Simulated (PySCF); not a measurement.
Spinor energies of Ti⁴⁺ (titanium, charge +4)

Start: [Ar]. Calculated with PySCF 2.14 in x2c-SVPall-2c (5s5p3d1f, 42 functions): generalised Hartree-Fock with the X2C-1e Hamiltonian and a Gaussian nucleus; one run each with spin-orbit coupling (SO) switched off, then screened by Boettger's factors.

```csv
spinor shell,electrons,"ε, spin-free (eV)","ε, screened SO (eV)",weight of nominal j (screened SO),"rms radius, screened SO (bohr)"
1s1/2,2,-5074.9,-5074.9,1.000,0.0805
2s1/2,2,-648.78,-648.78,1.000,0.350
2p1/2,2,-544.72,-548.72,1.000,0.318
2p3/2,4,-544.72,-542.74,1.000,0.321
3s1/2,2,-132.21,-132.21,1.000,1.07
3p1/2,2,-100.95,-101.47,1.000,1.14
3p3/2,4,-100.95,-100.69,1.000,1.15
```

```tsv
quantity	spin-free	screened SO
E (hartree)	-849.36051	-849.36479
M_J	0	0
⟨J²⟩	0.000	0.000
⟨L²⟩	0.000	0.000
⟨S²⟩	0.000	0.000
```

Without spin-orbit coupling the j labels of p, d and f shells carry no meaning; the spin-free column gives the mean over the occupied spinors of each nl shell.
